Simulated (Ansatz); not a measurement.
A CCSD(T) single point on `OC(O)[SiH2][SiH3]`.

```yaml
crystal:
  periodic: [false, false, false]
  atoms:
    - {symbol: O, position_ang: [0.161828, 1.198173, 1.509070]}
    - {symbol: C, position_ang: [-0.601367, 0.065746, 1.160776]}
    - {symbol: O, position_ang: [-1.935528, 0.180655, 1.575674]}
    - {symbol: Si, position_ang: [-0.601848, -0.240415, -0.730872]}
    - {symbol: Si, position_ang: [1.604502, -0.508769, -1.461124]}
    - {symbol: H, position_ang: [-0.206846, 1.960014, 1.048988]}
    - {symbol: H, position_ang: [-0.098808, -0.761676, 1.678565]}
    - {symbol: H, position_ang: [-1.947458, 0.254629, 2.536833]}
    - {symbol: H, position_ang: [-1.204870, 0.967669, -1.364028]}
    - {symbol: H, position_ang: [-1.423400, -1.433117, -1.070839]}
    - {symbol: H, position_ang: [1.630321, -0.875345, -2.903279]}
    - {symbol: H, position_ang: [2.270760, -1.592745, -0.688590]}
    - {symbol: H, position_ang: [2.372915, 0.750580, -1.276673]}
basis:
  gaussian: {orbitals: def2-TZVPP}
correlation: {method: ccsd_t}
```

```sh
$ ansatz run in.yaml --threads 4 --pin off --events-out ev --progress --plain --max-ram 10444MiB
```

The program prints (abridged):

```
Functional definition: HF
1703 factors; integrals over basis functions are off by at most 9.4e-4 eV
mean field evaluation 1: about -20953.7731 eV, gradient 4.1e1 eV
mean field evaluation 2: about -20954.0923 eV, gradient 4.1e1 eV
mean field evaluation 4: about -20958.0953 eV, gradient 4.2e0 eV
mean field evaluation 8: about -20958.1767 eV, gradient 2.3e-1 eV
mean field -20958.17695474 eV, -770.1987971240 hartree, gradient 6.6e-6 eV, S^2 0.000000; 0 other end points of the search recorded, 0 dependent functions left out
13 core orbitals not correlated: weight in the atoms' cores, before any rotation towards them, 1.000 or more for the frozen orbitals, at most 0.000 for the correlated occupied ones
reference -20958.17695474 eV, -770.1987971240 hartree; 16, 16 occupied and 260, 260 virtual orbitals, 1703 factors
second order -24.64699791 eV of doubles, -0.00000000 eV of singles
cycle   1  -25.33126605 eV  change   -6.8e-1 eV  update   1.1e-1
cycle   2  -26.01747952 eV  change   -6.9e-1 eV  update   3.4e-2
cycle   3  -26.15011834 eV  change   -1.3e-1 eV  update   1.7e-2
cycle   4  -26.13471662 eV  change    1.5e-2 eV  update   4.2e-3
cycle   5  -26.13375455 eV  change    9.6e-4 eV  update   2.0e-3
cycle   6  -26.13426428 eV  change   -5.1e-4 eV  update   5.7e-4
cycle   7  -26.13383874 eV  change    4.3e-4 eV  update   2.3e-4
cycle   8  -26.13376791 eV  change    7.1e-5 eV  update   7.6e-5
cycle   9  -26.13381054 eV  change   -4.3e-5 eV  update   3.0e-5
cycle  10  -26.13381163 eV  change   -1.1e-6 eV  update   1.2e-5
perturbative correction -0.96230583 eV, -0.0353640870 hartree
Total energy: -20985.27307220 eV, -771.1945610743 hartree
```

Run time 5.5 min (4 threads of an Arm Neoverse V1 on a shared host); peak host memory 8.8 GiB.

Correlation energy per correlated electron: -0.847 eV. T1 diagnostic: 0.0128.
